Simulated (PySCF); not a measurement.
Excitations are Tamm–Dancoff values on a coarser integration grid. The basis has no diffuse functions, so Rydberg states are missing or too high.

Species: C₂H₃ClSi, SMILES `C#C[SiH2]Cl` (charge 0, multiplicity 1).

Question: Predict the T1 excitation (TDA), S1 excitation (TDA), LUMO, HOMO–LUMO gap and S1–T1 gap (TDA) from PBE-D3(BJ)/def2-TZVP // B3LYP-D3(BJ)/def2-TZVP (PySCF 2.14.0).

Answer: 
```json
{
  "T1 excitation (TDA)": "4.86 eV",
  "S1 excitation (TDA)": "5.62 eV",
  "LUMO": "-1.77 eV",
  "HOMO–LUMO gap": "5.56 eV",
  "S1–T1 gap (TDA)": "0.76 eV"
}
```
